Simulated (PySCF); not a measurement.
Working with the constants of CaB

PBE0 constants of CaB, ⁴Σ⁻ (quartet), unpaired electrons σ ↑, π ↑↑, a second solution, started from another occupation (Ca aug-pcseg-1, B aug-pcseg-1; no relativity (PySCF 2.14); masses 39.9626 and 11.0093 u):

```
ωe   : 480.1 cm⁻¹
ωexe : 2.77 cm⁻¹
Be   : 0.36164 cm⁻¹
αe   : 0.00266 cm⁻¹
```

What force constant and bond length do these constants imply?

Reduced mass μred = 8.6314 u; k = 5.8918×10⁻⁷·μred·ωe² (u, cm⁻¹, mdyn/Å) = 1.17 mdyn/Å; Re = √(16.8576/(μred·Be)) (u, cm⁻¹, Å) = 2.324 Å.

Estimate the centrifugal constant D from the Kratzer relation and find the Dunham coefficient a1.

D = 4Be³/ωe² = 8.21e-07 cm⁻¹; a1 = −1 − αeωe/(6Be²) = -2.63.
